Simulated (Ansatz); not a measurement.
Relaxation of SiH2Me(vinyl) (C₃H₈Si) with RKS r2SCAN-D4/def2-SVP.

```sh
$ ansatz run in.yaml --threads 4 --pin off --events-out ev --progress --plain --max-ram 3916MiB
```

```yaml
crystal:
  periodic: [false, false, false]
  atoms:
    - {symbol: Si, position_ang: [0.770580, 0.313760, 0.342150]}
    - {symbol: H, position_ang: [0.639640, 0.350980, 1.803490]}
    - {symbol: H, position_ang: [2.189700, 0.202550, -0.027920]}
    - {symbol: C, position_ang: [0.043100, 1.896950, -0.416490]}
    - {symbol: H, position_ang: [0.583360, 2.775630, -0.076420]}
    - {symbol: H, position_ang: [-1.000790, 2.025800, -0.143440]}
    - {symbol: H, position_ang: [0.098330, 1.878210, -1.501440]}
    - {symbol: C, position_ang: [-0.156100, -1.176600, -0.344720]}
    - {symbol: C, position_ang: [-0.818610, -2.062840, 0.381600]}
    - {symbol: H, position_ang: [-0.141440, -1.312530, -1.420730]}
    - {symbol: H, position_ang: [-0.870460, -1.986590, 1.455760]}
    - {symbol: H, position_ang: [-1.337300, -2.905320, -0.051840]}
basis:
  gaussian: {orbitals: def2-SVP}
hamiltonian: {xc: r2scan, dispersion: d4}
scf: {omitted_lower_state_checks: [starts]}
output: {orbitals: {seedname: orbitals}}
relax: {f_tol: 0.02, max_steps: 100}
```

Hardware: 4 threads of Intel Xeon on a shared host. Wall time 37 s.

Positions (Å) and forces (eV/Å) at steps 1, 2, 3, 4, 5, 6, 7 of 7:

```xyz
12
step=1 energy=-11110.9385 eV
Si    0.771    0.314    0.342   -0.793    0.147   -0.738
H     0.640    0.351    1.803   -0.021   -0.045    0.528
H     2.190    0.203   -0.028    0.495    0.003   -0.082
C     0.043    1.897   -0.416    0.339   -0.554    0.332
H     0.583    2.776   -0.076    0.295    0.445    0.180
H    -1.001    2.026   -0.143   -0.493   -0.017    0.173
H     0.098    1.878   -1.501    0.063   -0.066   -0.532
C    -0.156   -1.177   -0.345    0.686    0.907    0.025
C    -0.819   -2.063    0.382   -0.245   -0.320    0.279
H    -0.141   -1.313   -1.421    0.012   -0.071   -0.588
H    -0.870   -1.987    1.456   -0.037    0.039    0.716
H    -1.337   -2.905   -0.052   -0.302   -0.466   -0.293
12
step=2 energy=-11110.9970 eV
Si    0.755    0.320    0.319   -0.190    0.028   -0.183
H     0.630    0.332    1.801   -0.016   -0.011    0.155
H     2.200    0.226   -0.034    0.147   -0.003   -0.030
C     0.049    1.911   -0.418    0.072   -0.245    0.118
H     0.590    2.795   -0.055    0.073    0.076    0.047
H    -1.009    2.023   -0.147   -0.125    0.021    0.019
H     0.120    1.898   -1.513    0.008    0.002   -0.132
C    -0.148   -1.187   -0.349    0.150    0.300    0.011
C    -0.820   -2.075    0.394   -0.052   -0.013    0.057
H    -0.140   -1.331   -1.437   -0.027   -0.058   -0.151
H    -0.868   -1.994    1.482   -0.009    0.029    0.170
H    -1.359   -2.919   -0.044   -0.029   -0.125   -0.082
12
step=3 energy=-11110.9994 eV
Si    0.754    0.318    0.309   -0.091    0.037    0.005
H     0.629    0.317    1.802    0.006   -0.005   -0.026
H     2.209    0.226   -0.045   -0.037   -0.019    0.000
C     0.049    1.907   -0.414    0.030    0.008    0.030
H     0.596    2.787   -0.038   -0.025   -0.004   -0.024
H    -1.014    2.020   -0.144    0.032    0.003   -0.015
H     0.124    1.905   -1.514   -0.005    0.010    0.029
C    -0.163   -1.173   -0.360    0.024   -0.016   -0.026
C    -0.833   -2.059    0.396    0.098   -0.136   -0.011
H    -0.143   -1.341   -1.449    0.009   -0.037    0.053
H    -0.893   -1.958    1.488    0.002    0.002   -0.047
H    -1.315   -2.950   -0.033   -0.044    0.157    0.033
12
step=4 energy=-11110.9986 eV rejected
Si    0.745    0.315    0.294   -0.002    0.015    0.011
H     0.619    0.302    1.785    0.014   -0.004    0.010
H     2.196    0.222   -0.070    0.003    0.004    0.012
C     0.042    1.913   -0.401    0.052    0.068    0.017
H     0.610    2.785   -0.037   -0.009   -0.017   -0.001
H    -1.008    2.041   -0.097   -0.036    0.000   -0.026
H     0.087    1.920   -1.502   -0.024   -0.003   -0.016
C    -0.150   -1.185   -0.375    0.118   -0.116    0.085
C    -0.835   -2.049    0.391    0.021   -0.046    0.006
H    -0.061   -1.411   -1.446   -0.094    0.025   -0.099
H    -0.919   -1.908    1.476   -0.057    0.018    0.010
H    -1.324   -2.945   -0.016    0.014    0.055   -0.009
12
step=5 energy=-11111.0029 eV
Si    0.752    0.317    0.303    0.026   -0.015    0.019
H     0.628    0.309    1.796    0.001   -0.001   -0.016
H     2.206    0.229   -0.052   -0.012    0.012    0.007
C     0.044    1.908   -0.409    0.005    0.009    0.004
H     0.593    2.787   -0.034   -0.010   -0.015   -0.006
H    -1.016    2.022   -0.132    0.006    0.004   -0.013
H     0.112    1.912   -1.509   -0.006    0.003    0.011
C    -0.140   -1.188   -0.364   -0.017   -0.011    0.015
C    -0.819   -2.062    0.396   -0.095    0.012   -0.014
H    -0.115   -1.368   -1.450    0.005   -0.025   -0.003
H    -0.901   -1.937    1.485    0.039   -0.027   -0.025
H    -1.344   -2.929   -0.029    0.058    0.054    0.022
12
step=6 energy=-11111.0028 eV rejected
Si    0.747    0.320    0.306    0.000   -0.031   -0.008
H     0.615    0.313    1.797    0.004    0.004   -0.006
H     2.202    0.226   -0.044   -0.004    0.015    0.006
C     0.049    1.912   -0.412   -0.008    0.028   -0.007
H     0.601    2.789   -0.036   -0.008   -0.005   -0.009
H    -1.013    2.036   -0.145    0.009   -0.010    0.007
H     0.121    1.916   -1.512    0.013   -0.005    0.013
C    -0.150   -1.182   -0.361   -0.011   -0.059    0.017
C    -0.814   -2.067    0.399   -0.076   -0.011   -0.015
H    -0.141   -1.368   -1.446    0.022    0.044   -0.026
H    -0.880   -1.965    1.490    0.023    0.010   -0.002
H    -1.336   -2.930   -0.035    0.035    0.020    0.030
12
step=7 energy=-11111.0036 eV
Si    0.751    0.316    0.303    0.013    0.000    0.005
H     0.624    0.309    1.795   -0.003   -0.003    0.003
H     2.205    0.232   -0.047    0.003    0.000   -0.002
C     0.046    1.909   -0.410   -0.002   -0.004    0.005
H     0.594    2.788   -0.034    0.001   -0.004    0.002
H    -1.015    2.024   -0.137   -0.006    0.002   -0.006
H     0.117    1.913   -1.509   -0.001    0.001   -0.004
C    -0.144   -1.187   -0.364   -0.004    0.009    0.005
C    -0.824   -2.060    0.396   -0.007   -0.018    0.013
H    -0.122   -1.369   -1.450   -0.005   -0.004   -0.014
H    -0.887   -1.947    1.486   -0.002    0.005   -0.010
H    -1.345   -2.927   -0.029    0.012    0.017    0.002
```
